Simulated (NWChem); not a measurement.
Program: NWChem. System: CH6AlF2N, charge 0, spin multiplicity 1, at a geometry optimised with B3LYP/def2-SVP. The structure started from a generated list of species. Level: RHF/def2-TZVP.

Output (cleaned and shortened):

```
             Northwest Computational Chemistry Package (NWChem) 7.3.0
             --------------------------------------------------------

                                NWChem Input Module
                                -------------------

 Scaling coordinates for geometry "geometry" by  1.889725989
 (inverse scale =  0.529177249)

                             Geometry "geometry" -> ""
                             -------------------------

 Output coordinates in angstroms (scale by  1.889725989 to convert to a.u.)

  No.       Tag          Charge          X              Y              Z
 ---- ---------------- ---------- -------------- -------------- --------------
    1 Al                  13.0000    -0.02929400     0.11336900     0.22570300
    2 F                    9.0000     1.49740800    -0.18466100     0.88148500
    3 F                    9.0000    -1.24090400    -0.87235700     0.86615900
    4 C                    6.0000    -0.48576500     1.93734200    -0.29942700
    5 H                    1.0000    -0.68382800     2.56371400     0.58774100
    6 H                    1.0000    -1.39566700     1.98126200    -0.92397400
    7 H                    1.0000     0.32770200     2.43209200    -0.85893000
    8 N                    7.0000     0.25660100    -0.98868700    -1.48333100
    9 H                    1.0000    -0.40073900    -1.77338600    -1.46370300
   10 H                    1.0000     1.20463200    -1.37411200    -1.45442500
   11 H                    1.0000     0.13857100    -0.49343800    -2.36976300

 Effective nuclear repulsion energy (a.u.)     243.2301989211

            Nuclear Dipole moment (a.u.)
            ----------------------------
        X                 Y               Z
 ---------------- ---------------- ----------------
     0.0000037795     0.0000188973     0.0000037795


 Summary of "ao basis" -> "" (spherical)
 ------------------------------------------------------------------------------
       Tag                 Description            Shells   Functions and Types
 ---------------- ------------------------------  ------  ---------------------
 *                         def2-tzvp                  on all atoms

 Summary of "ao basis" -> "ao basis" (spherical)
 ------------------------------------------------------------------------------
       Tag                 Description            Shells   Functions and Types
 ---------------- ------------------------------  ------  ---------------------
[...]
   132      0.245113   5 H  s               131      0.158444   5 H  s

 Vector   25  Occ=2.000000D+00  E=-4.167161D-01
              MO Center= -3.7D-01,  1.5D+00, -2.1D-01, r^2= 1.8D+00
   Bfn.  Coefficient  Atom+Function         Bfn.  Coefficient  Atom+Function
  ----- ------------  ---------------      ----- ------------  ---------------
   106      0.297342   4 C  py              109      0.283182   4 C  py
     4     -0.203107   1 Al s                16     -0.199141   1 Al py
   112      0.176594   4 C  py

 Vector   26  Occ=0.000000D+00  E= 8.433789D-02
              MO Center=  2.0D-01, -7.8D-01, -1.9D+00, r^2= 6.0D+00
   Bfn.  Coefficient  Atom+Function         Bfn.  Coefficient  Atom+Function
  ----- ------------  ---------------      ----- ------------  ---------------
   153      2.308937   8 N  s               104      1.558177   4 C  s
   194     -1.127772  11 H  s               182     -0.788001   9 H  s
   188     -0.788165  10 H  s                 5     -0.782867   1 Al s
   139     -0.487151   6 H  s               145     -0.476739   7 H  s
   133     -0.386433   5 H  s               152     -0.329831   8 N  s

 Vector   27  Occ=0.000000D+00  E= 1.369149D-01
              MO Center= -2.8D-01,  1.1D+00,  2.4D-01, r^2= 9.9D+00
   Bfn.  Coefficient  Atom+Function         Bfn.  Coefficient  Atom+Function
  ----- ------------  ---------------      ----- ------------  ---------------
   104      4.881262   4 C  s                 5     -2.058158   1 Al s
    19     -1.645413   1 Al py              133     -1.098435   5 H  s
   139     -1.010088   6 H  s               145     -0.981832   7 H  s
   153     -0.892071   8 N  s               103     -0.561360   4 C  s
    18      0.419354   1 Al px              188      0.409946  10 H  s

 Vector   28  Occ=0.000000D+00  E= 1.561998D-01
              MO Center=  8.8D-02, -3.5D-01, -1.7D-01, r^2= 9.4D+00
   Bfn.  Coefficient  Atom+Function         Bfn.  Coefficient  Atom+Function
  ----- ------------  ---------------      ----- ------------  ---------------
    20      1.391500   1 Al pz              194     -1.123941  11 H  s
   182      0.925968   9 H  s               188      0.930506  10 H  s
   104      0.887733   4 C  s               161      0.705164   8 N  py
     5     -0.445547   1 Al s                42     -0.411351   2 F  s
    19     -0.407531   1 Al py               73     -0.409359   3 F  s

 center of mass
 --------------
 x =   0.02008227 y =  -0.08291121 z =   0.16348477

 moments of inertia (a.u.)
 ------------------
         604.601054249691          15.529591888817           0.320666602406
          15.529591888817         547.295502869716          -2.010806349640
           0.320666602406          -2.010806349640         627.286714973837

  Mulliken analysis of the total density
  --------------------------------------

    Atom       Charge   Shell Charges
 -----------   ------   -------------------------------------------------------
    1 Al  13    11.97   2.00  0.65  1.34  0.51  0.06  2.92  2.28  0.82  0.70  0.09  0.30  0.14  0.15
    2 F    9     9.50   0.77  1.20  0.59  1.00  0.35  2.24  2.30  1.04  0.00  0.01  0.00
    3 F    9     9.50   0.77  1.20  0.59  1.00  0.35  2.24  2.30  1.04  0.00  0.01  0.00
    4 C    6     6.65   0.85  1.12  0.46  0.69  0.12  1.24  1.51  0.62  0.01  0.03  0.00
    5 H    1     0.88   0.26  0.49  0.11  0.02
    6 H    1     0.89   0.26  0.49  0.12  0.02
    7 H    1     0.89   0.26  0.49  0.12  0.02
    8 N    7     7.63   0.82  1.16  0.51  0.86  0.13  1.51  1.83  0.77  0.01  0.02  0.00
    9 H    1     0.69   0.25  0.37  0.04  0.03
   10 H    1     0.69   0.25  0.37  0.04  0.03
   11 H    1     0.71   0.25  0.39  0.03  0.04

       Multipole analysis of the density wrt the origin
       ------------------------------------------------

     L   x y z        total         open         nuclear
     -   - - -        -----         ----         -------
     0   0 0 0     -0.000000      0.000000     50.000000

     1   1 0 0      0.161106      0.000000      0.000004
     1   0 1 0     -0.592109      0.000000      0.000019
     1   0 0 1     -2.254869      0.000000      0.000004

     2   2 0 0    -30.646845      0.000000    143.129539
     2   1 1 0     -1.336388      0.000000    -17.662349
     2   1 0 1     -1.396525      0.000000     -1.996953
     2   0 2 0    -25.775033      0.000000    208.460813
     2   0 1 1      5.344302      0.000000      7.868150
     2   0 0 2    -21.823976      0.000000    150.548170

 Task  times  cpu:      108.8s     wall:      108.8s

 Total times  cpu:      108.8s     wall:      108.8s
```

Write an NWChem input that would produce this output.

Several could match; the one computed here: 
```
start mol
memory heap 200 mb stack 800 mb global 1000 mb
geometry units angstroms nocenter noautoz noautosym
  Al    -0.029294     0.113369     0.225703
  F      1.497408    -0.184661     0.881485
  F     -1.240904    -0.872357     0.866159
  C     -0.485765     1.937342    -0.299427
  H     -0.683828     2.563714     0.587741
  H     -1.395667     1.981262    -0.923974
  H      0.327702     2.432092    -0.858930
  N      0.256601    -0.988687    -1.483331
  H     -0.400739    -1.773386    -1.463703
  H      1.204632    -1.374112    -1.454425
  H      0.138571    -0.493438    -2.369763
end
basis spherical
  * library def2-tzvp
end
scf
  rhf
  nopen 0
  maxiter 100
  thresh 1e-7
  semidirect memsize 60000000 filesize 0
end
task scf energy
```
